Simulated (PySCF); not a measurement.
## Correlation energy of Ar (argon, neutral)

[Ar], closed-shell 1S. Computed with PySCF 2.14 in cc-pVDZ-DK, with the spin-free X2C one-electron Hamiltonian (Gaussian nucleus). Frozen: [Ne]; 8 electrons correlated.

MP2 pair energies summed by pair of shells (mhartree):

```
 pair   energy  share (%)
3p-3p  -112.30       80.0
3s-3p   -21.59       15.4
3s-3s    -6.50        4.6
```

Total MP2 correlation energy: -140.39 mhartree.

Same-spin part -38.66 and opposite-spin part -101.72 mhartree; SCS-MP2 scales them by 1/3 and 6/5 to -134.96 mhartree.

```json
{"level": "CCSD", "correlation energy (mhartree)": "-151.90"}
{"level": "(T)", "correlation energy (mhartree)": "-1.15"}
{"level": "CCSD(T)", "correlation energy (mhartree)": "-153.05"}
```

Diagnostics: T1 = 0.00075, D1 = 0.0017, largest double amplitude 0.042.

Question: Is a single reference adequate?

Answer: Yes: T1 lies below 0.03 and no double amplitude reaches 0.07.
